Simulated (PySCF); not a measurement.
Species: C7H11N.
Atom-mapped SMILES: `[CH2:1]=[CH:2]/[N:3]=[C:4]1\[CH2:5][CH2:6][C@H:7]1[CH3:8]` (hydrogens: H9, H10 on C1; H11 on C2; H12, H13 on C5; H14, H15 on C6; H16 on C7; H17, H18, H19 on C8)

Method used: TDDFT wB97X-D/def2-SVPD, vertical, gas phase, core orbitals frozen in the response in PySCF 2.14.0, density-fitted response routines. Geometry: GFN2-xTB, one conformer, isolated molecule. Torsions of this conformer, `[CH2:1]=[CH:2]/[N:3]=[C:4]1\[CH2:5][CH2:6][C@H:7]1[CH3:8]`: C1–C2–N3–C4 170°.

Kohn–Sham orbitals with the atoms that hold most of them (Löwdin shares over 4%, at most four atoms; ? is withheld):

```tsv
orbital	ε (eV)	atoms
LUMO+2	2.81	H11 10%, C2 10%, C8 10%, H12 8%
LUMO+1	2.42	C5 15%, C6 12%, H13 10%, C8 8%
LUMO	0.82	?
HOMO	-8.56	?
HOMO-1	-8.96	N3 44%, C4 13%, C2 12%, C5 9%
HOMO-2	-11.00	C6 23%, C7 20%, C5 15%, C8 11%
HOMO-3	-11.24	C7 18%, C6 18%, C4 11%, C8 11%
```

Problem. Which atoms hold the LUMO, and with what shares?

Solution. C4 (bonded to 2 C and N) 24%; C1 (bonded to C and 2 H) 19%; N3 (bonded to 2 C) 15%; C2 (bonded to C, N and H) 11%. By element: carbon 55% or more, nitrogen 15%.

Problem. Give the leading atoms of the HOMO.

Solution. C1 (bonded to C and 2 H) 27%; N3 (bonded to 2 C) 23%; C2 (bonded to C, N and H) 21%; C4 (bonded to 2 C and N) 12%. By element: carbon 59% or more, nitrogen 23%.

Problem. How does S1 compare with the orbital gap of 9.38 eV?

Solution. S1 is at 4.42 eV (f = 0.0071), 4.96 eV below the gap, made of HOMO-1→LUMO (70%), HOMO→LUMO (26%). Its leading pair isn't HOMO and LUMO; the energies of that pair differ by 9.79 eV. 

Problem. Give energy, strength and leading configuration of S1 and S2, and follow the Löwdin shares of the leading atoms from the occupied to the empty orbital.

Solution. 
- S1 (4.42 eV, f 0.0071), HOMO-1→LUMO (70%): N3 44% → 15%, C4 13% → 24%, C1 at most 9% → 19%
- S2 (5.83 eV, f 0.706), HOMO→LUMO (71%): C1 27% → 19%, N3 23% → 15%, C4 12% → 24%

Löwdin shares depend on the basis, the more so with diffuse functions.

Hardware: one thread, Intel Xeon Platinum 8488C (x86_64), on a shared host. Cost: 60 s of wall time (grids of density and orbitals included), 1.1 GiB resident at most.
